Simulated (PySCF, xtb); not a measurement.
In(Cl)2(SiH3) (Cl₂H₃InSi), SMILES [SiH3][In]([Cl])[Cl].

GFN2-xTB in xtb at its own geometry gives an orbital gap of 3.10 eV and a dipole moment of 6.03 D.

Coordinates come from a B3LYP-D3(BJ)/def2-SVP optimisation. The structure was generated by enumeration; whether it is a known compound was not checked. The def2 effective core potentials stand for the cores of In; spin–orbit coupling is left out.

Question: What does M06-2X/def2-TZVP run with PySCF give? (An estimate is asked for; the answer gives what the named calculation found.)

Answer: gap 7.61 eV (levels -9.34 and -1.73 eV), dipole 4.31 D.
